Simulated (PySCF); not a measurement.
# Orbital energies and ionisation energy

Species: C₅H₉ClSi₂.
Structure used (PBE0-D3(BJ)/def2-SVP), in Å, numbered top down from 1:
```
atom  x, y, z in Å
C1     3.3637   -0.2405   -0.8673
C2     2.4311   -0.3398   -0.0909
Si3    0.9843   -0.4261    1.0263
Cl4    1.5784   -1.2992    2.8169
C5    -0.4343   -1.3812    0.2176
C6    -1.3079   -0.3681   -0.5373
C7    -1.7490    0.7992    0.3619
Si8   -0.2134    1.5787    1.1845
H9     4.1903   -0.1539   -1.5503
H10   -1.0141   -1.8634    1.0241
H11   -0.0633   -2.1811   -0.4414
H12   -2.1905   -0.8728   -0.9657
H13   -0.7423    0.0279   -1.4003
H14   -2.3352    1.5416   -0.2020
H15   -2.4048    0.4226    1.1666
H16   -0.4707    2.0848    2.5655
H17    0.3762    2.6723    0.3522
```

Level: CAM-B3LYP/def2-SVPD (PySCF). Frontier orbitals with their largest atomic shares (Löwdin; up to four atoms above 4 %):

```
orbital  ε (eV)                            main atoms
 HOMO−3  -10.20  Cl4 42 %, C6 11 %, Si3 10 %, Si8 8 %
 HOMO−2  -10.02   C2 34 %, C1 32 %, Cl4 16 %, Si3 5 %
 HOMO−1   -9.76             C2 40 %, C1 39 %, Cl4 9 %
   HOMO   -8.57                                     ?
   LUMO    0.19  Si3 20 %, C1 17 %, C2 16 %, Cl4 14 %
 LUMO+1    0.72  C1 22 %, C2 21 %, Si3 16 %, Si8 10 %
 LUMO+2    1.04   Si8 28 %, H17 10 %, C7 8 %, H16 8 %
```

Task: What vertical ionisation energy does ΔSCF give, and how far is −ε(HOMO) from it?

Result: ΔSCF: 9.17 eV (885 kJ/mol; threshold wavelength 135 nm); ⟨S²⟩ of the doublet left behind is 0.761, against 0.75 for a pure doublet. −ε(HOMO) is 8.57 eV, 0.60 eV below it. For the exact functional −ε(HOMO) would equal the first vertical ionisation energy; CAM-B3LYP (range-separated hybrid) falls short of its own ΔSCF value by 7 %.

Task: On which atoms does the HOMO lie?

Result: Si8 (SiH2 silicon) 21 %, Si3 (chlorine-bound silicon) 19 %, C5 (sp3 carbon bound to silicon) 11 %, Cl4 (silicon-bound chlorine) 11 %, so no atom holds as much as 40 %. The HOMO−1 lies 1.19 eV lower.

Task: With α = 122.6 au, estimate the like-pair dispersion coefficient by London's formula C6 = (3/4)α²I.

Result: I = 0.3370 Eh, so C6 ≈ 3800 au, a rough estimate.

Task: What total energies stand behind the ΔSCF value?

Result: E(N) = -1234.58843 Eh and E(N − 1) = -1234.25140 Eh at the same geometry, 0.33703 Eh apart.

Task: What kinetic energy would electrons from this vertical process carry with He II light (40.814 eV)?

Result: 40.81 − 9.17 = 31.64 eV.

Task: How many of the 10 lowest singlet excitations (vertical TDDFT, same level) lie below the ionisation energy?

Result: All 10; they run from 5.35 to 7.65 eV.

Geometry: PBE0-D3(BJ)/def2-SVP, one conformer, isolated molecule.

These values come from a run that also computed excited states and ΔSCF ions. Time: 4.6 min (with the writing of density and orbital grids); peak memory 1.4 GiB. Hardware: one thread, Arm Neoverse V2 (aarch64), shared host with 96 logical CPUs at a one-minute load of 52.
